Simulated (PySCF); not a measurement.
2-hydroxy-1,3,2-dioxaborolane (C2H5BO3), SMILES OB1OCCO1.

Geometry optimised at PBE0-D3(BJ)/def2-SVP. The geometry has at least one imaginary mode, so it is a saddle point at that level. One conformer was computed; it need not be the lowest.

Two levels are set side by side: PBE/def2-TZVP (PySCF) and r2SCAN/def2-TZVP (PySCF). Same geometry, gas phase. Differences are taken from unrounded values.

```
quantity                     r2SCAN
---------------------------  ------
orbital gap (eV)               7.16
highest occupied level (eV)   -6.73
lowest empty level (eV)        0.43
dipole moment (D)              2.28
mean polarisability (bohr³)    44.5
```

**Question.** What does PBE give, and how far is it from r2SCAN? (Estimate from the structure and the level; the computed values follow.)

**Answer.** 
| quantity | PBE | PBE minus r2SCAN |
|---|---|---|
| orbital gap (eV) | 6.22 | -0.94 |
| highest occupied level (eV) | -6.42 | 0.32 |
| lowest empty level (eV) | -0.19 | -0.62 |
| dipole moment (D) | 2.22 | -0.06 |
| mean polarisability (bohr³) | 45.9 | 1.4 |

Rough cost on one machine, each run with all the roots and properties that it gave: r2SCAN against PBE about 4 times.
